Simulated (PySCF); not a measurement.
3-ethynylfuran (C₆H₄O), SMILES c1(C#C)cocc1. Geometry optimised at PBE0-D3(BJ)/def2-SVP.

Computed with PBE0-D3(BJ)/def2-SVP (PySCF).

Harmonic wavenumbers (cm⁻¹): 168, 175, 476, 532, 580, 631, 658, 666, 717, 758, 826, 890, 902, 996, 1062, 1123, 1248, 1259, 1312, 1417, 1569, 1642, 2248, 3289, 3308, 3313, 3491. Rotational constants (GHz): 9.403, 1.909, 1.587; symmetry number 1.

Question: Work out the zero-point energy and the ideal-gas rigid-rotor harmonic-oscillator thermochemistry at 298.15 K and 1 atm.

Answer: ZPE = ½ Σ hcν = ½ × 35253 cm⁻¹ = 50.40 kcal/mol. H − E(el) = 54.49 kcal/mol. Entropy in cal/(mol K): translation 39.47, rotation 26.83, vibration 9.09, total 75.39. G − E(el) = 32.02 kcal/mol. Cp = 22.83 cal/(mol K).
